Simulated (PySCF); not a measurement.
Br2, charge -1, doublet, at a GFN2-xTB geometry (a state made from the parent by changing its charge; the spin is typed, not shown lowest). Base run: PySCF with HF/pcseg-1.

Geometry (Å):
```xyz
2

Br     0.0000     0.0000    -1.5208
Br     0.0000     0.0000     1.5208
```
Charge -1, spin multiplicity 2.
Orbitals are unrestricted.
All else is at PySCF's defaults.

The base run was repeated with changes; each row names its change, and settings that it needs were set with it.

```csv
change,E (Eh),HOMO (eV),<S^2>,core-seconds (rough)
base,-5144.23926,-4.07,0.765,2
functional = b3lyp; dispersion = d3bjm,-5147.87376,-1.27,0.752,6
functional = pw6b95,-5150.06032,-1.66,0.752,9
functional = mn12l,-5145.66408,-0.86,0.753,7
functional = pbe0; dispersion = d3bj,-5147.20169,-1.70,0.753,4
functional = b3lyp5,-5147.58729,-1.18,0.752,7
functional = wb97x,-5147.86037,-3.98,0.755,20
functional = tpssh,-5147.62567,-1.03,0.752,7
functional = pbe; dispersion = d3bj,-5147.04535,-0.28,0.751,6
functional = b97m_v,-5146.84355,-0.74,0.753,30
"functional = lda,vwn",-5140.73741,-0.34,0.750,4
functional = b3lyp; dispersion = d4,-5147.87226,-1.27,0.752,6
functional = wb97x_v,-5147.32497,-3.94,0.754,30
```

Totals shift with the method and basis; they matter in differences.

Open shells are given as the SCF converged; they aren't shown to be the lowest states, and a large step between rows can be another state.
